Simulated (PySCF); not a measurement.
**Telling isomers of C₄H₉PSi₂ apart by NMR**

- structure optimised with GFN2-xTB
- shielding tensors at PBE0/pcSseg-1 (GIAO)
- code: PySCF
- equivalent nuclei averaged, gas phase, single conformer, non-relativistic Hamiltonian

δ = σ(ref) − σ, references computed at the same level: 1H and 13C against TMS. Splittings of carbon signals by F and P are missing where no couplings were computed. Where no couplings were computed, multiplicities follow the n + 1 count of equivalent neighbours, and m marks all less simple cases (inequivalent or close neighbours, rings, F or P nearby). Shifts are as computed. Against solution values, carbons near 30 ppm lie about +3 ppm off and those near 130 ppm about +5 ppm. Of 1211 compounds with measured shifts, 218 miss one by over three times the rms of a fit or turn the order of signals round; such compounds aren't used in these exercises.

(1) Tabulate the signals of `C#C[SiH2][Si@@H](P)C=C`, `C#C/C([SiH3])=C/[SiH2]P`, `C#CC(=C)[SiH2][SiH2]P`, `C#C[SiH2]/C=C/[SiH2]P`, `C#CC1(C)[SiH2]P[SiH2]1` and their relative energies.

(2) What is the quickest way to tell C#C/C([SiH3])=C/[SiH2]P from C#C[SiH2]/C=C/[SiH2]P?

(3) What is the quickest way to tell C#C[SiH2][Si@@H](P)C=C from C#C/C([SiH3])=C/[SiH2]P?

(4) What is the quickest way to tell C#C[SiH2]/C=C/[SiH2]P from C#CC1(C)[SiH2]P[SiH2]1?

Answers

(1) 
```json
{"SMILES": "C#C[SiH2][Si@@H](P)C=C", "carbon types": "1×C 2×CH 1×CH2", "δC": "144.0, 140.0, 106.6, 83.5", "δH": "6.48 (m, 1H), 6.30 (m, 1H), 6.17 (m, 1H), 4.68 (m, 1H), 4.39 (m, 1H), 4.31 (m, 1H), 1.96 (m, 1H), 1.12 (m, 2H)", "E rel. (kcal/mol)": "13.4"}
{"SMILES": "C#C/C([SiH3])=C/[SiH2]P", "carbon types": "2×C 2×CH", "δC": "160.4, 147.9, 95.2, 90.6", "δH": "7.65 (m, 1H), 4.78 (m, 2H), 4.40 (s, 3H), 3.35 (s, 1H), 1.13 (m, 2H)", "E rel. (kcal/mol)": "24.6"}
{"SMILES": "C#CC(=C)[SiH2][SiH2]P", "carbon types": "2×C 1×CH 1×CH2", "δC": "149.9, 132.2, 92.5, 88.8", "δH": "6.60 (br s, 1H), 6.29 (br s, 1H), 4.39 (m, 2H), 4.03 (m, 2H), 3.05 (s, 1H), 1.05 (m, 2H)", "E rel. (kcal/mol)": "20.3"}
{"SMILES": "C#C[SiH2]/C=C/[SiH2]P", "carbon types": "1×C 3×CH", "δC": "155.0, 153.3, 106.5, 84.0", "δH": "7.62 (m, 1H), 6.82 (m, 1H), 4.81 (m, 2H), 4.76 (m, 2H), 2.02 (t, 1H), 0.96 (m, 2H)", "E rel. (kcal/mol)": "15.0"}
{"SMILES": "C#CC1(C)[SiH2]P[SiH2]1", "carbon types": "2×C 1×CH 1×CH3", "δC": "93.8, 78.9, 25.9, 18.4", "δH": "5.17 (m, 2H), 4.75 (m, 2H), 2.06 (s, 1H), 1.84 (m, 1H), 1.53 (s, 3H)", "E rel. (kcal/mol)": "0.0"}
```

Energies are electronic energies at PBE0/pcSseg-1 on these geometries, without zero-point or thermal terms, each for the one conformer computed, which needn't be the lowest.

(2) Both give the same number of carbon signals, but DEPT or the intensities differ. The first has a fully substituted alkene carbon (C) at 147.9 ppm, the second a terminal alkyne carbon (CH) at 106.5 ppm. Their most deshielded carbons lie at 160.4 and 155.0 ppm.

(3) Both give the same number of carbon signals, but DEPT or the intensities differ. The first has a terminal =CH2 carbon at 144.0 ppm, the second a fully substituted alkene carbon (C) at 147.9 ppm. Their most deshielded carbons lie at 144.0 and 160.4 ppm. In the proton spectra the most deshielded non-exchanging signals are 6.48 (m, 1H) and 7.65 (m, 1H).

(4) Both give the same number of carbon signals, but DEPT or the intensities differ. The first has an alkene CH at 155.0 ppm, the second a methyl carbon (CH3) at 25.9 ppm. Their most deshielded carbons lie at 155.0 and 93.8 ppm. In the proton spectra the most deshielded non-exchanging signals are 7.62 (m, 1H) and 5.17 (m, 2H).
